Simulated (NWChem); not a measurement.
All runs are NWChem calculations. System: HSb, charge 1, spin multiplicity 2, at the geometry of a parent with another charge or spin, in a state set for the comparison that need not be this species' ground state. Its SCF solution wasn't tested for a lower state. Level: UB3LYP/x2c-SVPall-2c, scalar ZORA, VWN1-RPA local correlation.

The NWChem input:

```
start mol
memory heap 200 mb stack 900 mb global 1100 mb
charge 1
geometry units angstroms nocenter noautoz noautosym
  Sb     0.000000     0.000000     0.033170
  H      0.000000     0.000000    -1.691659
end
basis spherical
  * library x2c-svpall-2c
end
relativistic
  zora on
end
dft
  xc b3lyp
  odft
  mult 2
  semidirect memsize 60000000 filesize 0
  iterations 100
  grid fine
end
task dft energy
```

NWChem printed:

```
             Northwest Computational Chemistry Package (NWChem) 7.3.0
             --------------------------------------------------------

                                NWChem Input Module
                                -------------------

 Scaling coordinates for geometry "geometry" by  1.889725989
 (inverse scale =  0.529177249)

                             Geometry "geometry" -> ""
                             -------------------------

 Output coordinates in angstroms (scale by  1.889725989 to convert to a.u.)

  No.       Tag          Charge          X              Y              Z
 ---- ---------------- ---------- -------------- -------------- --------------
    1 Sb                  51.0000     0.00000000     0.00000000     0.03317000
    2 H                    1.0000     0.00000000     0.00000000    -1.69165900

 Effective nuclear repulsion energy (a.u.)      15.6467914785

            Nuclear Dipole moment (a.u.)
            ----------------------------
        X                 Y               Z
 ---------------- ---------------- ----------------
     0.0000000000     0.0000000000     0.0000207870


 Summary of "ao basis" -> "" (spherical)
 ------------------------------------------------------------------------------
       Tag                 Description            Shells   Functions and Types
 ---------------- ------------------------------  ------  ---------------------
 *                       x2c-svpall-2c                on all atoms

                                 NWChem DFT Module
                                 -----------------

 Summary of "ao basis" -> "ao basis" (spherical)
 ------------------------------------------------------------------------------
       Tag                 Description            Shells   Functions and Types
 ---------------- ------------------------------  ------  ---------------------
 Sb                      x2c-svpall-2c              18       50   6s8p4d
 H                       x2c-svpall-2c               3        5   2s1p

 Summary of "ao basis" -> "ao basis" (spherical)
 ------------------------------------------------------------------------------
       Tag                 Description            Shells   Functions and Types
 ---------------- ------------------------------  ------  ---------------------
 Sb                      x2c-svpall-2c              18       50   6s8p4d
 H                       x2c-svpall-2c               3        5   2s1p

            General Information
            -------------------
          SCF calculation type: DFT
          Wavefunction type:  spin polarized.
          No. of atoms     :     2
          No. of electrons :    51
           Alpha electrons :    26
            Beta electrons :    25
          Charge           :     1
          Spin multiplicity:     2
          Use of symmetry is: off; symmetry adaption is: off
          Maximum number of iterations: 100
          AO basis - number of functions:    55
                     number of shells:    21
          Convergence on energy requested:  1.00D-06
          Convergence on density requested:  1.00D-05
          Convergence on gradient requested:  5.00D-04

              XC Information
              --------------
                         B3LYP Method XC Potential
                     Hartree-Fock (Exact) Exchange  0.200
                        Slater Exchange Functional  0.800 local
                    Becke 1988 Exchange Functional  0.720 non-local
              Lee-Yang-Parr Correlation Functional  0.810
                  VWN I RPA Correlation Functional  0.190 local

             Grid Information
             ----------------
          Grid used for XC integration:  fine
          Radial quadrature: Mura-Knowles
          Angular quadrature: Lebedev.
          Tag              B.-S. Rad. Rad. Pts. Rad. Cut. Ang. Pts.
          ---              ---------- --------- --------- ---------
          Sb                  1.45      141           8.0       974
          H                   0.35       60           8.0       590
          Grid pruning is: on
          Number of quadrature shells:   201
          Spatial weights used:  Erf1

          Convergence Information
          -----------------------
          Convergence aids based upon iterative change in
          total energy or number of iterations.
          Levelshifting, if invoked, occurs when the
          HOMO/LUMO gap drops below (HL_TOL):  1.00D-02
          DIIS, if invoked, will attempt to extrapolate
          using up to (NFOCK): 10 stored Fock matrices.

                    Damping( 0%)  Levelshifting(0.5)       DIIS
                  --------------- ------------------- ---------------
          dE  on:    start            ASAP                start
          dE off:    2 iters        100 iters           100 iters

      Screening Tolerance Information
      -------------------------------
          Density screening/tol_rho:  1.00D-10
          AO Gaussian exp screening on grid/accAOfunc:  14
          CD Gaussian exp screening on grid/accCDfunc:  20
          XC Gaussian exp screening on grid/accXCfunc:  20
          Schwarz screening/accCoul:  1.00D-08

 dft: using ZORA

      Superposition of Atomic Density Guess
      -------------------------------------

 Sum of atomic energies:       -6166.30883457
          Performing ZORA calculations
          ----------------------------

       Generating atomic ZORA corrections
       ----------------------------------

 In dft_scf:: zora:Knucl= F

 Grid integrated density:      52.000001432668
 Requested integration accuracy:   0.10E-06
[...]
 Nuclear repulsion energy =       15.646791478451

       Scaling correction =       93.464557034402

 Numeric. integr. density =       51.000001239205

     Total iterative time =      3.6s

                    DFT Final Alpha Molecular Orbital Analysis
                    ------------------------------------------

 Vector   24  Occ=1.000000D+00  E=-8.307030D-01
              MO Center= -6.3D-09,  5.6D-09, -2.8D-01, r^2= 1.6D+00
   Bfn.  Coefficient  Atom+Function         Bfn.  Coefficient  Atom+Function
  ----- ------------  ---------------      ----- ------------  ---------------
     5      0.958935  1 Sb s                  4     -0.699401  1 Sb s
     3      0.199609  1 Sb s                 51      0.174386  2 H  s
     6      0.153451  1 Sb s                  2     -0.097994  1 Sb s
    21     -0.065494  1 Sb pz                15      0.061907  1 Sb pz
    24     -0.037472  1 Sb pz                12     -0.030889  1 Sb pz

 Vector   25  Occ=1.000000D+00  E=-5.749309D-01
              MO Center= -1.7D-08, -6.4D-09, -4.3D-01, r^2= 2.4D+00
   Bfn.  Coefficient  Atom+Function         Bfn.  Coefficient  Atom+Function
  ----- ------------  ---------------      ----- ------------  ---------------
    51     -0.379990  2 H  s                 24      0.364820  1 Sb pz
     5      0.360941  1 Sb s                 21      0.359116  1 Sb pz
    15     -0.340246  1 Sb pz                 4     -0.243565  1 Sb s
    12      0.164920  1 Sb pz                52     -0.165163  2 H  s
     6      0.115039  1 Sb s                 38      0.086740  1 Sb d  0

 Vector   26  Occ=1.000000D+00  E=-4.861875D-01
              MO Center=  6.1D-08,  9.7D-09,  3.0D-03, r^2= 2.3D+00
   Bfn.  Coefficient  Atom+Function         Bfn.  Coefficient  Atom+Function
  ----- ------------  ---------------      ----- ------------  ---------------
    22      0.653111  1 Sb px                19      0.494875  1 Sb px
    13     -0.456273  1 Sb px                10      0.223086  1 Sb px
     7     -0.060536  1 Sb px                23     -0.039012  1 Sb py
    20     -0.029560  1 Sb py                14      0.027254  1 Sb py

 Vector   27  Occ=0.000000D+00  E=-4.291391D-01
              MO Center=  1.9D-08,  3.2D-08,  5.5D-03, r^2= 2.3D+00
   Bfn.  Coefficient  Atom+Function         Bfn.  Coefficient  Atom+Function
  ----- ------------  ---------------      ----- ------------  ---------------
    23      0.666801  1 Sb py                20      0.478169  1 Sb py
    14     -0.449984  1 Sb py                11      0.219784  1 Sb py
     8     -0.059945  1 Sb py                22      0.039829  1 Sb px
    19      0.028562  1 Sb px                13     -0.026879  1 Sb px

 Vector   28  Occ=0.000000D+00  E=-2.307852D-01
              MO Center= -1.1D-09, -5.1D-09, -5.0D-01, r^2= 3.5D+00
   Bfn.  Coefficient  Atom+Function         Bfn.  Coefficient  Atom+Function
  ----- ------------  ---------------      ----- ------------  ---------------
    52      0.983656  2 H  s                 24      0.958202  1 Sb pz
     5     -0.389669  1 Sb s                 51      0.371943  2 H  s
     6     -0.310780  1 Sb s                 15     -0.285597  1 Sb pz
    21      0.284298  1 Sb pz                 4      0.209104  1 Sb s
    43      0.166351  1 Sb d  0              38     -0.153951  1 Sb d  0

 Vector   29  Occ=0.000000D+00  E=-7.695947D-02
              MO Center= -1.2D-07, -7.7D-08, -4.8D-02, r^2= 4.6D+00
   Bfn.  Coefficient  Atom+Function         Bfn.  Coefficient  Atom+Function
  ----- ------------  ---------------      ----- ------------  ---------------
     6     -2.207041  1 Sb s                  5      2.110245  1 Sb s
     4     -0.583517  1 Sb s                 24      0.283084  1 Sb pz
    52      0.262190  2 H  s                 43      0.189468  1 Sb d  0
     3      0.132522  1 Sb s                 51      0.121218  2 H  s
    38     -0.098521  1 Sb d  0               2     -0.074735  1 Sb s

                     DFT Final Beta Molecular Orbital Analysis
                     -----------------------------------------

 Vector   23  Occ=1.000000D+00  E=-1.600966D+00
              MO Center=  2.5D-09,  1.8D-10,  3.4D-02, r^2= 3.5D-01
   Bfn.  Coefficient  Atom+Function         Bfn.  Coefficient  Atom+Function
  ----- ------------  ---------------      ----- ------------  ---------------
    39      1.049276  1 Sb d  1              34     -0.398466  1 Sb d  1
    37      0.062675  1 Sb d -1              44      0.028904  1 Sb d  1

 Vector   24  Occ=1.000000D+00  E=-8.039024D-01
              MO Center= -2.2D-08, -1.2D-08, -3.3D-01, r^2= 1.6D+00
   Bfn.  Coefficient  Atom+Function         Bfn.  Coefficient  Atom+Function
  ----- ------------  ---------------      ----- ------------  ---------------
     5      0.943073  1 Sb s                  4     -0.687798  1 Sb s
     3      0.196360  1 Sb s                 51      0.195492  2 H  s
     6      0.144915  1 Sb s                  2     -0.096375  1 Sb s
    21     -0.070791  1 Sb pz                15      0.067569  1 Sb pz
    52      0.040626  2 H  s                 24     -0.039538  1 Sb pz

 Vector   25  Occ=1.000000D+00  E=-5.676032D-01
              MO Center=  7.6D-09, -1.5D-08, -4.0D-01, r^2= 2.4D+00
   Bfn.  Coefficient  Atom+Function         Bfn.  Coefficient  Atom+Function
  ----- ------------  ---------------      ----- ------------  ---------------
     5      0.398912  1 Sb s                 51     -0.386931  2 H  s
    21      0.348059  1 Sb pz                24      0.348311  1 Sb pz
    15     -0.331072  1 Sb pz                 4     -0.271490  1 Sb s
    52     -0.181503  2 H  s                 12      0.158529  1 Sb pz
     6      0.130285  1 Sb s                 38      0.081082  1 Sb d  0

 Vector   26  Occ=0.000000D+00  E=-4.184902D-01
              MO Center= -9.4D-11,  2.9D-08,  7.7D-03, r^2= 2.4D+00
   Bfn.  Coefficient  Atom+Function         Bfn.  Coefficient  Atom+Function
  ----- ------------  ---------------      ----- ------------  ---------------
    23      0.672489  1 Sb py                20      0.471070  1 Sb py
    14     -0.446279  1 Sb py                11      0.215139  1 Sb py
     8     -0.060045  1 Sb py                22      0.040169  1 Sb px
    19      0.028138  1 Sb px                13     -0.026657  1 Sb px

 Vector   27  Occ=0.000000D+00  E=-3.836217D-01
              MO Center=  2.5D-08, -1.8D-08,  6.1D-03, r^2= 2.4D+00
   Bfn.  Coefficient  Atom+Function         Bfn.  Coefficient  Atom+Function
  ----- ------------  ---------------      ----- ------------  ---------------
    22      0.691799  1 Sb px                19      0.446796  1 Sb px
    13     -0.433896  1 Sb px                10      0.201871  1 Sb px
     7     -0.059956  1 Sb px                23     -0.041322  1 Sb py
    20     -0.026688  1 Sb py                14      0.025917  1 Sb py

 Vector   28  Occ=0.000000D+00  E=-2.238956D-01
              MO Center=  3.4D-09, -6.7D-09, -4.9D-01, r^2= 3.5D+00
   Bfn.  Coefficient  Atom+Function         Bfn.  Coefficient  Atom+Function
  ----- ------------  ---------------      ----- ------------  ---------------
    52      0.989291  2 H  s                 24      0.967629  1 Sb pz
     5     -0.433164  1 Sb s                 51      0.362492  2 H  s
     6     -0.288226  1 Sb s                 15     -0.289370  1 Sb pz
    21      0.287379  1 Sb pz                 4      0.228425  1 Sb s
    43      0.152964  1 Sb d  0              38     -0.146494  1 Sb d  0

   alpha - beta orbital overlaps
   -----------------------------

   alpha      1      2      3      4      5      6      7      8      9     10
    beta      1      2      3      5      4      6      7      9      8     10
 overlap   1.000  1.000  1.000  1.000  1.000  1.000  1.000  1.000  1.000  0.995

   alpha     11     12     13     14     15     16     17     18     19     20
    beta     11     12     14     13     15     16     18     17     19     21
 overlap   1.000  1.000  1.000  0.995  1.000  1.000  1.000  1.000  0.992  1.000

   alpha     21     22     23     24     25     26     27     28     29     30
    beta     20     22     23     24     25     27     26     28     29     33
 overlap   1.000  0.992  1.000  0.999  0.999  1.000  1.000  0.999  0.997  1.000

   alpha     31     32     33     34     35     36     37     38     39     40
    beta     31     30     32     34     35     36     37     38     39     40
 overlap   1.000  1.000  0.982  0.986  1.000  1.000  0.999  0.999  1.000  1.000

   alpha     41     42     43     44     45     46     47     48     49     50
    beta     41     42     43     44     45     46     47     48     49     50
 overlap   1.000  1.000  1.000  1.000  1.000  1.000  1.000  1.000  1.000  1.000

   alpha     51     52     53     54     55
    beta     51     52     53     54     55
 overlap   1.000  1.000  1.000  1.000  1.000

     --------------------------
     Expectation value of S2:
     --------------------------
      <S2> =      0.7520 (Exact =     0.7500)

 center of mass
 --------------
 x =   0.00000000 y =   0.00000000 z =   0.03573680

 moments of inertia (a.u.)
 ------------------
          10.618660126600           0.000000000000           0.000000000000
           0.000000000000          10.618660126600           0.000000000000
           0.000000000000           0.000000000000           0.000000000000

     Multipole analysis of the density
     ---------------------------------

     L   x y z        total         alpha         beta         nuclear
     -   - - -        -----         -----         ----         -------
     0   0 0 0      1.000000    -26.000000    -25.000000     52.000000

     1   1 0 0     -0.000000     -0.000000      0.000000      0.000000
     1   0 1 0     -0.000000     -0.000000      0.000000      0.000000
     1   0 0 1     -0.142621     -0.092990     -0.049652      0.000021

     2   2 0 0    -17.780917    -11.443839     -6.337078      0.000000
     2   1 1 0      0.188682      0.198874     -0.010192      0.000000
     2   1 0 1     -0.000000      0.000000     -0.000000      0.000000
     2   0 2 0    -14.633390     -8.126285     -6.507105      0.000000
     2   0 1 1      0.000000      0.000000      0.000000      0.000000
     2   0 0 2    -17.172360    -14.506461    -13.085632     10.419733

 Task  times  cpu:        7.7s     wall:        7.7s

 Total times  cpu:        7.8s     wall:        7.8s
```
